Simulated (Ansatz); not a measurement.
Cost and result for the atomization energy of C₅H₇ClFGaO₂ (`CC1=CC(C)=[O+][Ga-]([F])([Cl])[O]1`) (17 atoms, 17 bonds).

```xyz
17

C    -0.8828   -2.1502    1.3043
C    -0.2336   -0.8923    0.8373
C    -0.4941   -0.4018   -0.4423
C     0.0499    0.7633   -0.9831
C    -0.3114    1.1873   -2.3658
O     0.8661    1.5405   -0.3833
Ga    1.4887    1.2589    1.3768
F     0.8068    2.5028    2.4017
Cl    3.5965    0.9442    1.4182
O     0.5432   -0.3449    1.6900
H    -1.5322   -2.5883    0.5493
H    -1.4597   -1.9364    2.2073
H    -0.1068   -2.8668    1.5842
H    -1.1734   -0.9676   -1.0627
H    -1.0027    0.4974   -2.8452
H    -0.7556    2.1848   -2.3251
H     0.6010    1.2689   -2.9614
```

Total charge 0; spin multiplicity 1. Correlated methods include outer-core shells of Ga, which these sets cover unevenly. Scalar relativity is left out up to krypton. The structure was optimised at the PBE0-D4/def2-TZVP level. Program: Ansatz. All runs use 4 threads of an AMD EPYC 7R13 on a shared host and a share of an NVIDIA H100 80 GB. Times are those of one run each, without the atoms' runs, and a repeat can differ threefold. Electronic energies, without spin–orbit coupling; frozen cores. CCSD(T)/CBS adds CCSD(T) − MP2 in def2-TZVPP to the MP2 limit, and its time is that of the two runs behind it. T1 = 0.015. With those shells the extrapolation isn't a true limit. B3LYP takes the VWN-RPA correlation (the form of Gaussian; ORCA's B3LYP/G). HSE06 is the plane-wave form, built on full-range PBE exchange.

CCSD(T)/CBS is a level of theory with its own doubt, some kJ/mol a heavy atom from the limit and from the frozen cores, so smaller differences don't rank the functionals.

```csv
level,functions,wall time,atomization (kcal/mol),difference from CCSD(T)/CBS,per bond
BLYP-D4/def2-TZVPP,436,2.2 s,1737.7,-1.9,-0.1
PBE0-D4/def2-TZVPP,436,2.3 s,1754.3,14.7,0.9
LDA (SPW92)/def2-TZVPP,436,2.4 s,2024.9,285.3,16.8
r2SCAN-D4/def2-TZVPP (with forces),436,2.8 s,1757.0,17.4,1.0
r2SCANh-D4/def2-TZVPP,436,2.9 s,1742.4,2.8,0.2
B3LYP-D4/def2-TZVPP (with forces),436,3.2 s,1734.0,-5.6,-0.3
HSE06-D4/def2-TZVPP,436,4.5 s,1755.7,16.1,1.0
CCSD(T)/def2-SVP,197,6.5 s,1668.4,-71.2,-4.2
ωB97X-V/def2-TZVPP,436,6.5 s,1745.2,5.6,0.3
PBE-QIDH/def2-TZVPP,436,6.5 s,1742.3,2.7,0.2
MP2/def2-QZVPP,825,11 s,1775.6,36.0,2.1
CCSD(T)/def2-TZVPP,436,53 s,1699.8,-39.8,-2.3
CCSD(T)/CBS(def2),–,63 s,1739.6,0.0,0.0
```

Leaving LDA and LC-ωPBE aside and taking each functional with its dispersion term where it has one, the values, not all of them listed here, spread over 118.4 kcal/mol, from BHLYP-D4 to PBE-D4. LDA lies +242.6 kcal/mol from PBE without D4, its usual overbinding. From r2SCAN to r2SCAN0 (25 % exact exchange), in def2-TZVPP and without D4, the atomization energy moves by −36.0 kcal/mol: exact exchange takes away binding that semilocal exchange gives to molecules. In def2-TZVPP, CCSD(T) changes the Hartree–Fock value by +433.5 kcal/mol (the triples alone add +32.8 kcal/mol) and MP2 by +485.8 kcal/mol; breaking electron pairs costs correlation energy, which Hartree–Fock lacks.
